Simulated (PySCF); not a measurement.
Some computed properties have been withheld. Give your best values.

Compound: C₈H₂₀AlN.
SMILES: `C[CH](C)[Al@@H-]1[CH2]CC[N+]1(C)C`

```tsv
property	level	value
point group	PBE0-D3(BJ)/def2-SVP	?
rotational constants A, B, C	PBE0-D3(BJ)/def2-SVP	1.535, 0.835, 0.648 GHz
dipole moment	B97-2/pcSseg-1	4.49 D
HOMO energy	B97-2/pcSseg-1	-6.00 eV
LUMO energy	B97-2/pcSseg-1	?
13C chemical shifts (computed TMS as zero) by class	GIAO B97-2/pcSseg-1	?
1H chemical shifts (computed TMS as zero) by class	GIAO B97-2/pcSseg-1	?
isotropic shieldings of nuclei other than C and H, by class	GIAO B97-2/pcSseg-1	213 (1 N), 396 (1 Al) ppm
```

The electronic properties come from PySCF, for the isolated species, density fitting. Geometry: PBE0-D3(BJ)/def2-SVP, one conformer, isolated molecule. NMR classes are plain means over equivalent atoms (diastereotopic ones count apart unless rotation or inversion swaps them), as if these changed places fast; in this geometry the members of some classes differ.

(1) What is the point group?

(2) Give the 1H chemical shifts (computed TMS as zero) by class.

(3) The LUMO energy?

(4) Give the 13C chemical shifts (computed TMS as zero) by class.

## Answers

(1) C1.

(2) 3.69 (1 H), 2.45 (1 H), 2.44 (3 H), 2.20 (3 H), 2.00 (1 H), 1.87 (1 H), 1.51 (1 H), 1.11 (3 H), 1.05 (3 H), 0.14 (1 H), 0.02 (1 H), -0.15 (1 H) ppm.

(3) 0.87 eV.

(4) 64.1 (1 C), 48.5 (1 C), 41.3 (1 C), 25.7 (1 C), 22.6 (1 C), 20.0 (1 C), 10.7 (1 C), 1.3 (1 C) ppm.

The dipole matches unit charges of opposite sign 0.93 Å apart (1 e·Å = 4.8032 D). A dipole of 4.49 D is allowed in C1, and pure rotational transitions are dipole-allowed. The rotational constants make it an asymmetric top with κ = (2B − A − C)/(A − C) = -0.58, nearer the prolate limit (−1).
